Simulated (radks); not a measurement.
Values are calculated unless marked as measured or tabulated.
Radial electron density D(r) = 4 pi r^2 rho(r) of an atom or ion with 31 electrons. Level of theory: scalar-relativistic Kohn-Sham, PBE, spin-unpolarised, spherical densities, finite nucleus; Fermi nuclear charge, rms radius of each element as measured or else 0.836 A^(1/3) + 0.57 fm (a radial shooting solver on a logarithmic mesh with Libxc functionals).

```
   r/bohr * D(r) (the largest magnitude, 43.9, reaches the edge; | marks zero)
 0.007686 |            *
 0.008876 |               *
  0.01017 |                  *
  0.01174 |                      *
  0.01356 |                          *
  0.01554 |                              *
  0.01795 |                                   *
  0.02073 |                                       *
  0.02394 |                                          *
  0.02742 |                                             *
  0.03167 |                                              *
  0.03658 |                                              *
   0.0419 |                                             *
  0.04839 |                                           *
  0.05589 |                                        *
  0.06455 |                                      *
  0.07395 |                                     *
   0.0854 |                                       *
  0.09863 |                                          *
    0.113 |                                               *
   0.1305 |                                                    *
   0.1507 |                                                      *
   0.1741 |                                                    *
   0.1994 |                                               *
   0.2303 |                                       *
    0.266 |                                *
   0.3047 |                           *
   0.3519 |                         *
   0.4064 |                            *
   0.4694 |                               *
   0.5377 |                                *
    0.621 |                               *
   0.7172 |                          *
   0.8217 |                    *
    0.949 |              *
    1.096 |         *
    1.266 |      *
     1.45 |   *
    1.675 |  *
    1.934 | *
    2.216 | *
    2.559 | *
    2.955 |*
    3.413 |*
     3.91 *
    4.516 *
    5.215 *
    5.975 *
    6.901 *
    7.969 *
    9.204 *
    10.54 *
    12.18 *
```

What is the nuclear charge?

Answer. Z = 31. The innermost maximum, from 1s, lies near gamma/Z bohr with gamma = sqrt(1 - (Z/c)^2) = 0.974, here 0.0314 bohr (found: 0.0340), and its height grows with Z. The density is that of neutral gallium in [Ar] 3d10 4s2 4p1; the configuration itself is not fixed sharply by these data, and Z only to about a unit. D(r) has 3 maxima, at r = 0.0340, 0.153, 0.542 bohr, and minima at 0.0722, 0.341 bohr, inside which lie 2.09, 10.91 electrons.
